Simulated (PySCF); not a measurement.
Geometries of 3 isomers of CH7FSi2, from PBE0-D3(BJ)/def2-SVP geometry optimisation, gas phase (PySCF 2.14.0). One conformer each, no zero-point energy, no frequencies.

Question: Which is lowest in electronic energy at this level?
A.
```xyz
11
angstrom
F      1.259    1.550   -0.831
C      1.504    0.190   -0.795
Si     0.441   -0.602    0.578
Si    -1.746    0.200    0.320
H      2.583    0.023   -0.627
H      1.252   -0.246   -1.778
H      0.503   -2.091    0.427
H      0.982   -0.231    1.921
H     -1.790    1.663    0.615
H     -2.687   -0.512    1.239
H     -2.192   -0.025   -1.090
```
B.
```xyz
11
angstrom
F      1.597    1.678   -0.209
Si     1.636    0.081    0.108
C      0.077   -0.700   -0.546
Si    -1.539    0.013    0.114
H      2.848   -0.478   -0.557
H      1.735   -0.082    1.587
H      0.077   -0.626   -1.647
H      0.113   -1.777   -0.299
H     -1.584   -0.130    1.602
H     -2.704   -0.718   -0.471
H     -1.654    1.460   -0.233
```
C.
```xyz
11
angstrom
F      0.484   -1.517   -1.097
C      0.288   -0.198   -0.672
Si    -1.576    0.063   -0.393
Si     1.387    0.117    0.849
H      0.620    0.481   -1.481
H     -2.322   -0.248   -1.647
H     -1.810    1.488   -0.005
H     -2.046   -0.835    0.703
H      2.808   -0.184    0.510
H      1.253    1.553    1.242
H      0.952   -0.753    1.981
```

Answer: B. That is `C([SiH3])[SiH2]F`, 51.1 kcal/mol below the next.

```csv
SMILES,atoms numbered as above,E (Eh),relative (kcal/mol),relative (kJ/mol),dipole (D)
F[SiH2]C[SiH3],[F:1][SiH2:2][CH2:3][SiH3:4],-720.52359,0.0,0.0,1.91
FC[SiH2][SiH3],[F:1][CH2:2][SiH2:3][SiH3:4],-720.44212,51.1,213.9,1.50
FC([SiH3])[SiH3],[F:1][CH:2]([SiH3:3])[SiH3:4],-720.43275,57.0,238.5,1.36
```

As drawn, the lowest has an Si–F bond, which the highest lacks.
